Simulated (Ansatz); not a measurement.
Consider the cleavage of the Si–B bond: `OB[SiH2][SiH2]F` + H–F → `F[SiH2][SiH2]F` + `BO`.

Isolated molecules relaxed with PBE0-D4/def2-TZVP in Ansatz; ΔE leaves out vibrations. CCSD(T)/CBS is the MP2 limit (def2-TZVPP, def2-QZVPP) plus CCSD(T) − MP2 in def2-TZVPP, frozen cores. This one scheme is used for every species. DFT in def2-TZVPP. Each species was taken in one conformer, which may not be the lowest.

CCSD(T)/CBS gives -125.1 kJ/mol.

Problem. Another level gave -129.4 kJ/mol. Which?
A. r2SCAN-D4/def2-TZVPP
B. ωB97M-V/def2-TZVPP
C. PBE0-D4/def2-TZVPP
D. B2PLYP/def2-TZVPP

Solution. B. ωB97M-V -129.4, PBE0-D4 -110.4, r2SCAN-D4 -123.0, B2PLYP -137.5 kJ/mol.

Largest T1 diagnostic among the species: 0.014.

From PBE to PBE0 (25 % exact exchange), in def2-TZVPP and without D4, ΔE moves by −6.3 kJ/mol. The D4 term adds +9.8 kJ/mol with B3LYP and +5.5 kJ/mol with PBE0; it sums over pairs of atoms, weighted by their polarisabilities, and B3LYP, whose exchange is more repulsive, gets the larger term.

B3LYP here is the variant with VWN-RPA as its local correlation; programs differ in this.
